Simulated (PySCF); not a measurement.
C4H2F5O (charge +1).
InChI=1S/C4H2F5O/c5-3(6,1-2-10)4(7,8)9/h1H2/q+1

Torsions of this conformer, `[O+:1]#[C:2][CH2:3][C:4]([F:5])([F:6])[C:7]([F:8])([F:9])[F:10]`: C2–C3–C4–F5 -62°, C3–C4–C7–F8 64°.

The closed-shell ground state was solved at several levels (PySCF, density fitting, gas phase, non-relativistic). Geometry: GFN2-xTB, one conformer, isolated ion.

```csv
level,basis functions,HOMO (eV),LUMO (eV),gap (eV)
PBE0/def2-SVPD,234,-15.74,-8.66,7.08
PBE0/pcSseg-1,180,-15.71,-8.65,7.06
```

Problem. What might B3LYP/pcJ-1 (290 basis functions) give for the same quantities?

Solution. HOMO -15.46 eV, LUMO -8.94 eV, gap 6.52 eV.

Problem. Over all these levels, which gives the widest orbital gap and which the narrowest?

Solution. PBE0/def2-SVPD (global hybrid, 25 % exact exchange) has the widest, 7.08 eV, and B3LYP/pcJ-1 (global hybrid, 20 % exact exchange) the narrowest, 6.52 eV. Functional and basis both differ between the two, so the spread mixes both effects.
